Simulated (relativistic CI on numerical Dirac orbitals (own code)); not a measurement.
**Hyperfine structure of Cr XX, mass number 53**

Calculated at this level of theory: Dirac-Coulomb-Breit CI, orbitals from a KLI potential per configuration, model QED, unscaled Slater integrals (own radial code, finite nucleus).

Configuration list (outside the closed core 1s2): 2s2 2p, 2s 2p2, 2p3, 2p2 3s, 2p2 3p, 2p2 3d, 2s2 3s, 2s2 3p, 2s2 3d, 2s 2p 3s, 2s 2p 3p, 2s 2p 3d, 2s2 4s, 2s2 4p, 2s2 4d, 2s2 4f. Levels of other configurations are missing.

Nuclear spin I = 3/2, μ = -0.47431 μN, Q = -0.15 b (tables of Stone and Pyykkö). The electronic factors are computed for point nuclear moments, without core polarisation or the Bohr-Weisskopf and QED corrections.

```tsv
Level	E (cm⁻¹)	A (MHz)	B (MHz)
2s2 2p 2P°_1/2	0	-37870	
2s2 2p 2P°_3/2	82750	-7430	-6240
2s 2p2 4P_1/2	351469	-70180	
2s 2p2 4P_3/2	387846	-30740	-5080
2s 2p2 4P_5/2	427029	-32200	5930
2s 2p2 2D_3/2	645645	5845	-8490
2s 2p2 2D_5/2	657226	-34500	-12200
2s 2p2 2P_1/2	768475	-52040
```

Levels with J = 0, under 50 % of one LS term, or S terms without an open s electron are left out. Small factors come from cancelling terms and can be off by tens of per cent or more.

At this charge energies of transitions that change n are usually good to better than 1 %, and those within a shell (Δn = 0) to a few per cent.

Problem. Give the hyperfine levels of 2s2 2p 2P°_1/2 relative to its centre of gravity.

Solution. With K = F(F + 1) − I(I + 1) − J(J + 1), E = AK/2: F = 1: 47330, F = 2: -28400 MHz.

LS names give the leading component of a level, which can be under half, so a name can repeat, a term be missing and a line seem to break the LS rules.
